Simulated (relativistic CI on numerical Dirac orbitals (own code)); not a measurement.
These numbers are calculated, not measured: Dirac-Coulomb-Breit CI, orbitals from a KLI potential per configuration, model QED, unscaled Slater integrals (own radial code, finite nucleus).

The strongest absorption lines from the ground level of an ion, among the configurations computed and to levels below about 370 eV (vacuum wavelength in nm, gf): 3.3639 (0.73), 3.7454 (0.49), 3.9303 (1.2), 3.9813 (0.86), 3.9887 (0.61), 3.9951 (2.2), 4.0077 (2.5), 4.1427 (1.2).

(1) Which ion is it?
A. Cl7+
B. P7+
C. Sc13+
D. Cl9+

Results:

(1) D. Cl9+ has 8 electrons and the ground level 2s2 2p4 3P_2; the strongest line goes to 2s2 2p3 3d 3D°_3. The pattern of lines fixes the number of electrons, and along that sequence the line energies rise steadily with the charge (about as its square where n changes within one kind of shell, about linearly where n is kept but much faster in heavy ions where fine structure, which grows about as Z⁴, sets the gap, and irregularly where shells cross), which fixes Z. Configurations outside the model, such as inner-shell arrays, can give stronger lines. At this charge energies of transitions that change n are usually good to better than 1 %, and those within a shell (Δn = 0) to a few per cent.

LS names give the leading component of a level, which can be under half, so a name can repeat, a term be missing and a line seem to break the LS rules.
